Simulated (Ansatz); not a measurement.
C2H9BSSi, SMILES `CB(S)C[SiH3]`, relaxed with RKS PBE-D4/def2-SVP in Ansatz from a rough embedded geometry. The force threshold is 0.03 eV/Å; the program also tests the step.

The species carries charge 0 and has multiplicity 1.

Start:

```xyz
14

C     1.106   -0.841    1.131
B     0.860   -0.317   -0.287
S     1.555   -1.249   -1.742
C     0.069    1.079   -0.578
Si   -1.737    0.853   -0.002
H     1.783   -1.777    1.130
H     0.196   -1.079    1.663
H     1.716   -0.059    1.725
H     0.399   -2.053   -1.922
H     0.524    1.832    0.068
H     0.090    1.296   -1.589
H    -2.452    2.076   -0.317
H    -2.306   -0.278   -0.722
H    -1.802    0.517    1.443
```

| step | energy (eV) | largest force (eV/Å) | largest move (Å) |
| --- | --- | --- | --- |
| 1 | -21589.3470 | 3.828 | 0.000 |
| 2 | -21589.7296 | 1.086 | 0.082 |
| 3 | -21589.8111 | 0.452 | 0.160 |
| 4 | -21589.9145 | 0.938 | 0.196 |
| 5 | -21590.0504 | 0.993 | 0.197 |
| 6 | -21590.2004 | 1.246 | 0.195 |
| 7 | -21590.3278 | 1.254 | 0.195 |
| 8 | -21590.4239 | 0.556 | 0.200 |
| 9 | -21590.4655 | 0.321 | 0.200 |
| 10 (rejected) | -21590.4197 | 0.617 | 0.200 |
| 11 | -21590.4914 | 0.094 | 0.100 |
| 12 | -21590.4986 | 0.064 | 0.100 |
| 13 | -21590.4988 | 0.068 | 0.068 |
| 14 | -21590.5009 | 0.033 | 0.027 |
| 15 | -21590.5012 | 0.063 | 0.046 |
| 16 | -21590.5022 | 0.031 | 0.042 |
| 17 | -21590.5025 | 0.097 | 0.085 |
| 18 | -21590.5032 | 0.036 | 0.013 |
| 19 | -21590.5033 | 0.098 | 0.024 |
| 20 | -21590.5036 | 0.032 | 0.024 |
| 21 | -21590.5038 | 0.019 | 0.046 |

End:

```xyz
14

C     1.219   -0.879    1.065
B     0.715   -0.344   -0.331
S     0.877   -1.305   -1.858
C     0.027    1.064   -0.470
Si   -1.838    0.914   -0.123
H     1.450   -1.962    1.105
H     0.496   -0.641    1.875
H     2.153   -0.330    1.328
H     1.422   -2.435   -1.325
H     0.422    1.781    0.281
H     0.124    1.518   -1.478
H    -2.488    2.273   -0.129
H    -2.502    0.059   -1.168
H    -2.076    0.288    1.227
```

It took 34 s on 4 threads of an Arm Neoverse V1 on a shared host, with 0.18 GiB of host memory at the peak.
